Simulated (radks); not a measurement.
Results of a calculation; reference values are marked as such.
Neutral phosphorus, 15 electrons, occupied as [Ne] 3s2 3p3. Code: a radial shooting solver on a logarithmic mesh with Libxc functionals. Model: scalar-relativistic Kohn-Sham, PBE, spin-polarised, spherical densities, point nucleus; open shells are filled with parallel spins first. Some entries of the table are withheld. Estimate them.

orbital,occ.,eigenvalue (eV),<r^2> (bohr^2)
1s up,1,-2083.773,0.01445
1s down,1,-2083.478,0.01445
2s up,1,-173.6375,0.3223
2s down,1,-173.3308,0.3220
2p up,3,-124.1923,(1)
2p down,3,-123.7755,(2)
3s up,1,-14.8017,(3)
3s down,1,-12.0790,(4)
3p up,3,(5),6.479
3p down,0,(6),7.463

Answer. 
(1) 2p up <r^2> (bohr^2): 0.2960
(2) 2p down <r^2> (bohr^2): 0.2956
(3) 3s up <r^2> (bohr^2): 4.155
(4) 3s down <r^2> (bohr^2): 4.244
(5) 3p up eigenvalue (eV): -6.2828
(6) 3p down eigenvalue (eV): -3.7239
